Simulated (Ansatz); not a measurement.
`OB(F)[NH][AlH2]` + H–F → `OB(F)F` + `[NH2][AlH2]` at 700 K and 1 bar (ligand exchange at a B–N bond).

Calculated with Ansatz (gas phase, PBE0-D4/def2-TZVP geometries, no zero-point term in ΔE). CCSD(T)/CBS is the MP2 limit (def2-TZVPP, def2-QZVPP) plus CCSD(T) − MP2 in def2-TZVPP, frozen cores. This one scheme is used for every species. One conformer a species, not always the lowest.

| species | CCSD(T)/CBS energy (Eh) | H − E (kJ/mol) | S (J/(mol·K)) |
| --- | --- | --- | --- |
| `OB(F)[NH][AlH2]` | -499.07336 | 211.8 | 444.6 |
| H–F | -100.39570 | 45.2 | 198.5 |
| `OB(F)F` | -300.33752 | 106.9 | 333.0 |
| `[NH2][AlH2]` | -299.14566 | 147.5 | 319.0 |

H − E and S are ideal-gas, rigid-rotor, harmonic terms from PBE0-D4/def2-TZVP, for one conformer and one mirror image of each species. 1 Eh = 2625.50 kJ/mol, R = 8.31446 J/(mol·K).

By hand: ΔE, ΔH, ΔS and ΔG.

ΔE = (-300.33752) + (-299.14566) − (-499.07336) − (-100.39570) = -0.01412 Eh = -37.1 kJ/mol. Δ(H − E) = 106.9 + 147.5 − 211.8 − 45.2 = -2.6, so ΔH = -39.7 kJ/mol. ΔS = 333.0 + 319.0 − 444.6 − 198.5 = 8.9 J/(mol·K). ΔG = -39.7 − 700 × (8.9)/1000 = -45.9 kJ/mol.

By hand: the equilibrium constant, and the temperature at which ΔG would vanish if ΔH and ΔS stayed fixed.

log₁₀ K = −ΔG/(RT ln 10) = 3.4. ΔH and −TΔS have one sign here, so there is no such temperature.

The number of gas molecules stays the same, so ΔS is small and ΔH decides. A doubt of 5 kJ/mol in ΔE shifts log₁₀ K by 0.4 here. Other conformers and mirror images would add mixing entropy, several J/(mol·K) or more a flexible species. These are equilibria of isolated gas molecules and say nothing of rates. Largest T1 diagnostic: 0.012 (customary marks: 0.02 for closed shells, 0.045 for open ones).

ΔS is within the doubt of such terms, so its sign, and with it that verdict, could turn.
